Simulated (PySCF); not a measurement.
[MoF6]3- holds Mo(III), d3, at total charge -3. The structure is a PBE0-D3(BJ)/def2-TZVP, IEF-PCM water geometry optimised for multiplicity 4; coordination octahedral, point group Oh, metal–donor distances 2.07 Å.

Method (PySCF 2.14, density fitting): CASSCF(3,5) with orbitals averaged over all microstates of the shell, strongly contracted NEVPT2 on the averaged canonical orbitals; basis x2c-TZVPall on the metal, x2c-SVPall elsewhere; spin-free X2C; IEF-PCM water; spin-orbit coupling by state interaction with the mean-field operator over all roots.

CASSCF energies above the lowest CASSCF root:

```tsv
state	CASSCF / cm⁻¹
4A2g	0
2Eg	14472
2T1g	14984
2T2g	22366
4T2g	22938
4T1g	30630
2A1g	34590
2T2g	36861
2T1g	37359
2Eg	39008
2T1g	42563
2T2g	47671
4T1g	49112
2A2g	49188
2Eg	59061
2T1g	59612
2T2g	61131
2T1g	66716
2T2g	81485
2Eg	87951
```

How does dynamic correlation (SC-NEVPT2) move these states?


| state | NEVPT2 / cm⁻¹ | shift / cm⁻¹ |
| --- | --- | --- |
| 4A2g | 0 | 0 |
| 2Eg | 12761 | -1711 |
| 2T1g | 13178 | -1806 |
| 2T2g | 19997 | -2369 |
| 4T2g | 24454 | +1516 |
| 4T1g | 30802 | +172 |
| 2A1g | 34701 | +110 |
| 2T2g | 36570 | -291 |
| 2T1g | 36995 | -364 |
| 2Eg | 38303 | -705 |
| 2T1g | 41159 | -1404 |
| 2T2g | 44696 | -2975 |
| 4T1g | 51011 | +1899 |
| 2A2g | 46149 | -3040 |
| 2Eg | 55172 | -3889 |
| 2T1g | 60723 | +1111 |
| 2T2g | 61400 | +269 |
| 2T1g | 65700 | -1016 |
| 2T2g | 77222 | -4262 |
| 2Eg | 88226 | +275 |

NEVPT2 on the d shell alone tends to put d–d bands too high for such charged or covalently bound ions.
